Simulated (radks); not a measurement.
Pd5+, configuration [Kr] 4d5 (the NIST ground configuration). Calculated with a radial shooting solver on a logarithmic mesh with Libxc functionals: Dirac Kohn-Sham, PBE, spin-unpolarised, spherical densities, finite nucleus; open shells fill j = l - 1/2 first; Fermi nuclear charge, rms radius 4.5318 fm.

Spin-orbit splittings of the eigenvalues, e(l+1/2) - e(l-1/2), with zeta = 2 splitting/(2l+1) and mean radii in bohr:

shell	occ.	splitting (eV)	zeta (eV)	<r> j=l-1/2	<r> j=l+1/2
2p	6	159.4	106.3	0.1171	0.1221
3p	6	27.82	18.55	0.3710	0.3818
3d	10	5.552	2.221	0.3552	0.3587
4p	6	4.811	3.208	0.9833	1.009
4d	5	0.6766	0.2706	1.199	1.209
